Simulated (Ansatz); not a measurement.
Program: Ansatz. Geometries: PBE0-D4/def2-TZVP. ΔE: electronic, gas phase. CBS: MP2 limit from def2 TZ/QZ plus the TZ coupled-cluster correction, frozen cores. This one scheme is used for every species. Functionals use def2-TZVPP. B3LYP here is the variant with VWN-RPA as its local correlation; programs differ in this. No spin–orbit coupling; open shells (•) take unrestricted orbitals. For Ge outer-core shells are correlated without core-valence functions, which leaves a few kJ/mol of doubt a bond. Scalar relativity is left out up to krypton.

Consider the homolysis of the C–Ge bond: `[CH3][GeH]([F])[F]` → `[CH3]`• + `[F][GeH][F]`•.

**Question.** What is ΔE at CCSD(T)/CBS? (Best estimate.)

**Answer.** Computed: +384.8 kJ/mol.

**Question.** What do these levels give: revPBE-D4, r2SCANh-D4, B3LYP, MP2/def2-TZVPP, MP2/def2-QZVPP, HF/CBS(def2)? (An estimate is asked.)

**Answer.** Computed: revPBE-D4 341.7, r2SCANh-D4 344.6, B3LYP 338.3, MP2/def2-TZVPP 386.2, MP2/def2-QZVPP 391.6, HF/CBS(def2) 266.9 kJ/mol.

Largest T1 diagnostic among the species: 0.015.

At CCSD(T), def2-SVP lies −21.0 kJ/mol from the extrapolated value and def2-TZVPP −10.5 kJ/mol: correlation converges slowly with the basis, and small sets miss more of it in the bonded molecule than in its fragments. From BLYP to BHLYP (50 % exact exchange), in def2-TZVPP and without D4, ΔE moves by +21.3 kJ/mol.
